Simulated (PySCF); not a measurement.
Method: PBE-D3(BJ)/def2-TZVP // B3LYP-D3(BJ)/def2-TZVP run with PySCF 2.14.0. Gas-phase values, no solvent. One relaxed conformer stands for a flexible species; it need not be the lowest. 

Reference species (SMILES): `[H]/N=C(/C)N` (neutral, multiplicity 1).

The HOMO–LUMO gap is 5.47 eV and the HOMO is -5.66 eV.

Changed species: `C1NCN1`.

Task: Predict the effect on the HOMO–LUMO gap and HOMO.

Result: the HOMO–LUMO gap decreases by 0.29 eV, to 5.18 eV; the HOMO increases by 0.63 eV, to -5.03 eV.
